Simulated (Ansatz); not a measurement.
Stepwise reaction of `[NH2][Al]([NH2])[OH]` with hydrogen, as a gas-phase model of exchange steps in deposition or etching. ΔE in kJ/mol; ΔG adds harmonic PBE0-D4 terms to CCSD(T)/CBS, at 1 bar.

Program: Ansatz. Geometries: PBE0-D4/def2-TZVP. ΔE: electronic, gas phase. CCSD(T)/CBS is the MP2 limit (def2-TZVPP, def2-QZVPP) plus CCSD(T) − MP2 in def2-TZVPP, frozen cores. This one scheme is used for every species. Functionals use def2-TZVPP. B3LYP here is the variant with VWN-RPA as its local correlation; programs differ in this. Each species was taken in one conformer, which may not be the lowest.

```csv
step,reaction,PBE-D4,B3LYP-D4,ωB97M-V,CCSD(T)/CBS,ΔG(600 K)
1,`[NH2][Al]([NH2])[OH]` + H₂ → `[NH2][AlH][OH]` + NH₃,54.3,59.7,58.2,61.8,66.0
```

(1) Give the row of step 2, `[NH2][AlH][OH]` + H₂ → `[OH][AlH2]` + NH₃. (Best estimate.)

(2) By hand: ΔE of the 2 steps together at CCSD(T)/CBS.

## Answers

(1) Ansatz gave: 
```csv
step,reaction,PBE-D4,B3LYP-D4,ωB97M-V,CCSD(T)/CBS,ΔG(600 K)
2,`[NH2][AlH][OH]` + H₂ → `[OH][AlH2]` + NH₃,72.0,75.1,74.1,76.2,74.6
```

(2) (61.8) + (76.2) = 138.0 kJ/mol, or 69.0 kJ/mol a step.

In ΔE each step is higher than the one before. All are uphill at CCSD(T)/CBS. ΔG lies between 66.0 and 74.6 kJ/mol a step. PBE-D4 differs from CCSD(T)/CBS by -7.5 to -4.2 kJ/mol a step. Isolated molecules leave out the surface, adducts and barriers. Largest T1 diagnostic: 0.012.
